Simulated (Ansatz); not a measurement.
GeEtH3 (C2H8Ge). The state is a singlet with charge 0. Geometry B3LYP-D4/def2-SVP; atoms count from 1.

```xyz
11

Ge    0.5311    0.8846    1.1238
C     0.4678   -0.1560   -0.5539
C    -0.8855   -0.8282   -0.8064
H     1.2751   -0.9063   -0.5101
H     0.7250    0.5296   -1.3788
H    -0.8863   -1.3945   -1.7529
H    -1.1433   -1.5356   -0.0009
H    -1.7021   -0.0896   -0.8659
H     0.1675   -0.0229    2.3216
H    -0.4895    2.0447    1.0670
H     1.9402    1.4742    1.3565
```

Q: Estimate the Mulliken populations from the PBE0/def2-TZVP orbitals of Ansatz.

A: 
```
atom  charge (e)
 Ge1        0.08
  C2       -0.33
  C3       -0.37
  H4        0.13
  H5        0.13
  H6        0.13
  H7        0.13
  H8        0.13
  H9       -0.01
 H10       -0.01
 H11       -0.01
```
Mulliken values depend strongly on the basis.

Q: And the Mayer bond orders between heavy atoms (over 0.3)?

A: Ge1–C2 0.94 (1.98 Å); C2–C3 0.99 (1.53 Å).
